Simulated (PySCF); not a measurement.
C₃H₁₁GaN₂, singlet, geometry from GFN2-xTB (such geometries of metal compounds can be far from the true shape); DF-B3LYP/pcseg-0 (PySCF).

Input for PySCF:
```python
from pyscf import gto, scf, dft

mol = gto.Mole()
mol.atom = '''
    Ga    0.150326    0.207868    0.222533
    C     0.617761    1.959350    1.117251
    H     1.339417    1.799012    1.919707
    H    -0.276093    2.423496    1.538271
    H     1.048550    2.653720    0.393414
    N    -1.030446    0.097675   -1.178266
    C    -1.759526    1.191732   -1.807133
    H    -1.264852   -0.788774   -1.609610
    H    -2.844377    1.063301   -1.715028
    H    -1.515623    1.281677   -2.872175
    H    -1.484789    2.127279   -1.315246
    N     0.910457   -1.368818    0.772514
    C     0.736668   -2.732410    0.288397
    H     1.555214   -1.345583    1.555220
    H     0.325077   -3.388435    1.064401
    H     1.685142   -3.161272   -0.055442
    H     0.042743   -2.722351   -0.552870
'''
mol.basis = 'pcseg-0'
mol.charge = 0
mol.spin = 0
mol.verbose = 4
mol.max_memory = 1800
mol.build()

mf = dft.RKS(mol)
mf.xc = 'b3lyp'
mf = mf.density_fit(auxbasis='def2-universal-jkfit')
mf.kernel()
```

Question: Predict the main parts of the log of this PySCF run.

Answer: 
```
PySCF version 2.14.0

[INPUT] verbose = 4
[INPUT] num. atoms = 17
[INPUT] num. electrons = 74
[INPUT] charge = 0
[INPUT] spin (= nelec alpha-beta = 2S) = 0
[INPUT] symmetry False subgroup None
[INPUT] Mole.unit = angstrom
[INPUT] Symbol           X                Y                Z      unit          X                Y                Z       unit  Magmom
[INPUT]  1 Ga     0.150326000000   0.207868000000   0.222533000000 AA    0.284074969401   0.392813590061   0.420526423678 Bohr   0.0
[INPUT]  2 C      0.617761000000   1.959350000000   1.117251000000 AA    1.167399100437   3.702634882167   2.111298402396 Bohr   0.0
[INPUT]  3 H      1.339417000000   1.799012000000   1.919707000000 AA    2.531131296587   3.399639974806   3.627720469410 Bohr   0.0
[INPUT]  4 H     -0.276093000000   2.423496000000   1.538271000000 AA   -0.521740154910   4.579743703979   2.906910895361 Bohr   0.0
[INPUT]  5 H      1.048550000000   2.653720000000   0.393414000000 AA    1.981472327913   5.014804011281   0.743444713570 Bohr   0.0
[INPUT]  6 N     -1.030446000000   0.097675000000  -1.178266000000 AA   -1.947260726154   0.184578999217  -2.226600041887 Bohr   0.0
[INPUT]  7 C     -1.759526000000   1.191732000000  -1.807133000000 AA   -3.325022249051   2.252047093880  -3.414986440664 Bohr   0.0
[INPUT]  8 H     -1.264852000000  -0.788774000000  -1.609610000000 AA   -2.390223868108  -1.490566834178  -3.041722067361 Bohr   0.0
[INPUT]  9 H     -2.844377000000   1.063301000000  -1.715028000000 AA   -5.375093525012   2.009347677976  -3.240933215961 Bohr   0.0
[INPUT] 10 H     -1.515623000000   1.281677000000  -2.872175000000 AA   -2.864112378092   2.422018510154  -5.427624131823 Bohr   0.0
[INPUT] 11 H     -1.484789000000   2.127279000000  -1.315246000000 AA   -2.805844562767   4.019974700539  -2.485454726430 Bohr   0.0
[INPUT] 12 N      0.910457000000  -1.368818000000   0.772514000000 AA    1.720514378193  -2.586691134375   1.459839887392 Bohr   0.0
[INPUT] 13 C      0.736668000000  -2.732410000000   0.288397000000 AA    1.392100764731  -5.163506560023   0.544991345146 Bohr   0.0
[INPUT] 14 H      1.555214000000  -1.345583000000   1.555220000000 AA    2.938928525089  -2.542783347871   2.938939863446 Bohr   0.0
[INPUT] 15 H      0.325077000000  -3.388435000000   1.064401000000 AA    0.614306499395  -6.403214140891   2.011426376713 Bohr   0.0
[INPUT] 16 H      1.685142000000  -3.161272000000  -0.055442000000 AA    3.184456861002  -5.973938285256  -0.104770195798 Bohr   0.0
[INPUT] 17 H      0.042743000000  -2.722351000000  -0.552870000000 AA    0.080772563742  -5.144497804936  -1.044772882488 Bohr   0.0

nuclear repulsion = 459.795175427312
number of shells = 24
number of NR pGTOs = 163
number of NR cGTOs = 89
basis = pcseg-0
ecp = {}

******** <class 'pyscf.df.df_jk.DFRKS'> ********
method = DFRKS
initial guess = minao
damping factor = 0
level_shift factor = 0
DIIS = <class 'pyscf.scf.diis.CDIIS'>
diis_start_cycle = 1
diis_space = 8
diis_damp = 0
SCF conv_tol = 1e-09
SCF conv_tol_grad = None
SCF max_cycles = 50
direct_scf = False
XC library pyscf.dft.libxc version 7.1.2
    S. Lehtola, C. Steigemann, M. J. T. Oliveira, and M. A. L. Marques,  SoftwareX 7, 1–5 (2018)
XC functionals = b3lyp
    P. J. Stephens, F. J. Devlin, C. F. Chabalowski, and M. J. Frisch,  J. Phys. Chem. 98, 11623 (1994)
radial grids:
    Treutler-Ahlrichs [JCP 102, 346 (1995); DOI:10.1063/1.469408] (M4) radial grids

becke partition: Becke, JCP 88, 2547 (1988); DOI:10.1063/1.454033
pruning grids: <function nwchem_prune>
grids dens level: 3
symmetrized grids: False
atomic radii adjust function: <function treutler_atomic_radii_adjust>
small_rho_cutoff = 0
Set gradient conv threshold to 3.16228e-05
Initial guess from minao.
tot grids = 198952
******** <class 'pyscf.df.df.DF'> ********
auxbasis = def2-universal-jkfit
init E= -2151.58149271006
  HOMO = -0.272762945413435  LUMO = -0.0568214785925818  gap/eV = 5.87607
cycle= 1 E= -2152.34112891598  delta_E= -0.76  |g|= 0.536  |ddm|= 3.88
  HOMO = -0.105970259962671  LUMO = 0.0590883388979808  gap/eV = 4.49147
cycle= 2 E= -2152.26352930132  delta_E= 0.0776  |g|= 0.795  |ddm|= 1.33
  HOMO = -0.19805816977024  LUMO = 0.0309620242950874  gap/eV = 6.23196
cycle= 3 E= -2152.40998092063  delta_E= -0.146  |g|= 0.0724  |ddm|= 0.794
  HOMO = -0.193305974349757  LUMO = 0.0284808632159661  gap/eV = 6.03513
cycle= 4 E= -2152.41110947411  delta_E= -0.00113  |g|= 0.027  |ddm|= 0.0953
  HOMO = -0.195133837367566  LUMO = 0.0284669568529321  gap/eV = 6.08449
cycle= 5 E= -2152.41129075834  delta_E= -0.000181  |g|= 0.00305  |ddm|= 0.0284
  HOMO = -0.194979269729289  LUMO = 0.0286639191242073  gap/eV = 6.08564
cycle= 6 E= -2152.4112931772  delta_E= -2.42e-06  |g|= 0.00113  |ddm|= 0.00476
  HOMO = -0.195050318331054  LUMO = 0.0286709754510988  gap/eV = 6.08777
cycle= 7 E= -2152.41129349632  delta_E= -3.19e-07  |g|= 0.000223  |ddm|= 0.00127
  HOMO = -0.195065012003828  LUMO = 0.0286505290294041  gap/eV = 6.08761
cycle= 8 E= -2152.41129350935  delta_E= -1.3e-08  |g|= 6.2e-05  |ddm|= 0.000359
  HOMO = -0.195063031208479  LUMO = 0.0286518818854882  gap/eV = 6.08759
cycle= 9 E= -2152.41129350975  delta_E= -3.95e-10  |g|= 4.7e-05  |ddm|= 0.000101
  HOMO = -0.195062091031342  LUMO = 0.0286528842132325  gap/eV = 6.08759
cycle= 10 E= -2152.41129351023  delta_E= -4.85e-10  |g|= 1.42e-06  |ddm|= 4.64e-05
  HOMO = -0.195062156791329  LUMO = 0.0286528822885921  gap/eV = 6.08760
Extra cycle  E= -2152.41129351027  delta_E= -3.46e-11  |g|= 1.57e-06  |ddm|= 4.08e-06
converged SCF energy = -2152.41129351027
```
